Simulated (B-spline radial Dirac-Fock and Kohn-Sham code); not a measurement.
# Sb³⁺: input and output of one calculation

ΔSCF core binding energies without Breit or QED terms, calculated with an atomic code on a B-spline grid. Keys: rel is the Hamiltonian (dirac, or spin-free x2c and nr, where L3 and M5 stand for the whole 2p and 3d shells), method is hf or an exchange,correlation pair (spin-unpolarised, also for the hole states), nuc the nuclear model, radius_factor scales its radius, rmax is the box in bohr, h the logarithmic mesh step, order the B-spline order, points the quadrature points per cell, c_factor scales the speed of light, and damp, ndamp, maxit and tol steer the iteration. The run stops when the commutator error falls below 10·tol·max(1, Z/10), or the numerical noise floor, and the energy has settled to about 1e-8 Ha; the virial ratio is −V/T.

Input (task.json):

```json
{"items": [{"Z": 51, "q": 3, "cfg": [[1, 0, 2], [2, 0, 2], [2, 1, 6], [3, 0, 2], [3, 1, 6], [3, 2, 10], [4, 0, 2], [4, 1, 6], [4, 2, 10], [5, 0, 2]], "A": 121, "rrms": 4.6802, "do": "settings", "holes": ["K", "L3", "M5"],
  "settings": [{"rel": "dirac", "method": "hf", "nuc": "fermi", "radius_factor": 1.0, "rmax": 45.0, "h": 0.3, "order": 8, "points": 10, "c_factor": 1.0, "maxit": 2, "damp": 0.5, "ndamp": 3, "tol": 1e-08}]}]}
```

Command: `python xray2_run.py task.json out`

Ground-state iterations:

```
iter   energy (Ha)        error
   1    -6467.25647611  1.78e+00
   2    -6475.31151068  5.04e-01
```

The ground state had not converged after 2 iterations, with total energy -6475.31151 Ha, virial ratio 1.93075 and highest orbital energy -29.66 eV. ΔSCF binding energies: K (1s) 30741.2 eV, L3 (2p3/2) 4275.6 eV, M5 (3d5/2) 636.2 eV (not all states converged, so these are not final).

Problem. One setting is unsound. Which, and why?

Solution. maxit ends the run before self-consistency. With the default settings (Dirac Hartree-Fock): The ground state converged in 10 iterations, with total energy -6478.78956 Ha, virial ratio 1.94761 and highest orbital energy -41.89 eV. ΔSCF binding energies: K (1s) 30633.6 eV, L3 (2p3/2) 4181.3 eV, M5 (3d5/2) 568.6 eV.
